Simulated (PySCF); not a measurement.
# Electron correlation in Cu⁺ (copper, charge +1)

Starting occupation: [Ar] 3d10. Calculation: PySCF 2.14, in x2c-TZVPPall-2c with one added diffuse shell each of s, p, d, f type (7s8p5d3f1g, 86 functions); X2C-1e with screened-nucleus spin-orbit coupling, Gaussian nucleus. Frozen: 1s2; 26 electrons correlated.

MP2 pair energies summed by pair of shells (mhartree):

```
       pair   energy  share (%)
3d3/2-3d5/2  -232.99       25.4
3d5/2-3d5/2  -159.34       17.4
3d5/2-3p3/2   -92.47       10.1
3d3/2-3d3/2   -66.69        7.3
3d3/2-3p3/2   -63.17        6.9
3d5/2-3p1/2   -47.26        5.2
3d5/2-3s1/2   -32.01        3.5
3d3/2-3p1/2   -29.98        3.3
3p1/2-3p3/2   -26.18        2.9
3p3/2-3p3/2   -25.62        2.8
3d3/2-3s1/2   -21.32        2.3
2p1/2-2p3/2   -17.72        1.9
3p3/2-3s1/2   -17.17        1.9
2p3/2-2p3/2   -15.07        1.6
3p1/2-3s1/2    -8.61        0.9
2p3/2-3p3/2    -7.07        0.8
3p1/2-3p1/2    -6.31        0.7
2p3/2-3d5/2    -6.15        0.7
2p3/2-3p1/2    -4.52        0.5
2p1/2-3p3/2    -4.25        0.5
3s1/2-3s1/2    -4.03        0.4
2p3/2-3d3/2    -3.98        0.4
2p1/2-2p1/2    -3.19        0.3
2p3/2-2s1/2    -2.77        0.3
2p1/2-3d5/2    -2.75        0.3
2s1/2-3d5/2    -2.69        0.3
2s1/2-3p3/2    -2.24        0.2
2p1/2-3d3/2    -1.99        0.2
2s1/2-3d3/2    -1.81        0.2
2p3/2-3s1/2    -1.56        0.2
```

Total MP2 correlation energy: -916.87 mhartree.

The virtual space was cut to 108 spinors, which keep -886.73 of the -916.87 mhartree of MP2 correlation.

```
level  correlation energy (mhartree)
 CCSD                        -776.47
```

Diagnostics: T1 = 0.010, largest double amplitude 0.021.

Cost of the coupled-cluster step: 360 s of wall time on 4 threads of Intel(R) Xeon(R) Platinum 8375C CPU @ 2.90GHz (shared host), for 26 occupied and 108 virtual spinors.

The coupled-cluster values are those of the cut space; adding the MP2 remainder, -30.14 mhartree, estimates the full space.

This basis was not built for core-valence correlation, so the inner-shell part is incomplete.
